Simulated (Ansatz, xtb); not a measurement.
# CH5NTe: 4 structures ranked

4 gas-phase structures of CH5NTe, found in a search over its isomers (lower ones may exist). Each was relaxed with GFN2-xTB:

A. `CN[TeH]`, a singlet
B. `C[Te]N`, a singlet
C. `NC[TeH]`, a singlet
D. `C[NH2+][Te-]`, a singlet

Question: Estimate their order in r2SCAN-D4/def2-SVP energy at these geometries, lowest first.

Answer: Calculated order at r2SCAN-D4/def2-SVP: B (0.000), D (0.027), C (0.105), A (0.294) eV. Less than 1 kcal/mol parts B and D, so the order within that pair means little.

Energies above the lowest of each column, in eV; the last columns are at BLYP-D3(BJ)/def2-SVP geometries:

```json
{"structure": "B", "GFN2-xTB": "0.240", "HF/STO-3G": "0.000", "r2SCAN-D4/def2-SVP": "0.000", "BLYP-D3(BJ)/def2-SVP": "0.000", "CCSD(T)/def2-TZVP": "0.000"}
{"structure": "D", "GFN2-xTB": "0.617", "HF/STO-3G": "0.409", "r2SCAN-D4/def2-SVP": "0.027", "BLYP-D3(BJ)/def2-SVP": "0.022", "CCSD(T)/def2-TZVP": "0.164"}
{"structure": "C", "GFN2-xTB": "0.204", "HF/STO-3G": "0.284", "r2SCAN-D4/def2-SVP": "0.105", "BLYP-D3(BJ)/def2-SVP": "0.125", "CCSD(T)/def2-TZVP": "0.291"}
{"structure": "A", "GFN2-xTB": "0.000", "HF/STO-3G": "0.327", "r2SCAN-D4/def2-SVP": "0.294", "BLYP-D3(BJ)/def2-SVP": "0.288", "CCSD(T)/def2-TZVP": "0.443"}
```

CCSD(T)/def2-TZVP puts B lowest; GFN2-xTB picks A. Flexible structures stand in one conformer each, not always the lowest. Atoms past krypton carry core potentials in the def2 sets, without spin–orbit terms.

Over these structures GFN2-xTB departs from r2SCAN-D4/def2-SVP by 0.256 eV on average once a common shift is removed. A GFN2-xTB relaxation took about 0.046 s and the r2SCAN-D4/def2-SVP energy about 2.2 s on a shared host (Ansatz 0.2.0, xtb 6.7.1).
